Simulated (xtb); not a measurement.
xtb input:

```bash
xtb mol.xyz --gfnff --opt tight --chrg 0 --uhf 0
```
mol.xyz:
```
3

Si     0.37905529     0.37458605     1.09033515
Cl     1.11439094     1.83057975    -0.21844460
Br    -0.69289771    -1.03897316    -0.33003239
```

Task: What final total energy does it print?

Result: -0.13005 Eh (GFN-FF).
